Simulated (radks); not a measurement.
Coulomb parameter of the 5d shell of the gold ion Au+ in the model configuration [Xe] 4f14 5d9 6p1, as a second difference U = [E(n + 0.5) + E(n - 0.5) - 2 E(n)] / (0.5)^2 with all orbitals relaxed. "Bare": the charge of the atom changes with n. "Screened": the 6p shell takes up the change at fixed total charge, which measures U(5d,5d) + U(6p,6p) - 2 U(5d,6p). All-electron calculation, scalar-relativistic Kohn-Sham, PBE, spin-unpolarised, spherical densities, point nucleus. Program: a radial shooting solver on a logarithmic mesh with Libxc functionals.

| case | configuration | E - E(n) (eV) |
|---|---|---|
| start | [Xe] 4f14 5d9 6p1 | 0.000 |
| bare +0.5 | [Xe] 4f14 5d9.5 6p1 | -8.286 |
| bare -0.5 | [Xe] 4f14 5d8.5 6p1 | 11.134 |
| screened +0.5 | [Xe] 4f14 5d9.5 6p0.5 | -5.221 |
| screened -0.5 | [Xe] 4f14 5d8.5 6p1.5 | 5.856 |

U(bare) = 11.390 eV, U(screened by 6p) = 2.544 eV, against the Slater integral F0(5d,5d) = 16.295 eV with frozen orbitals.
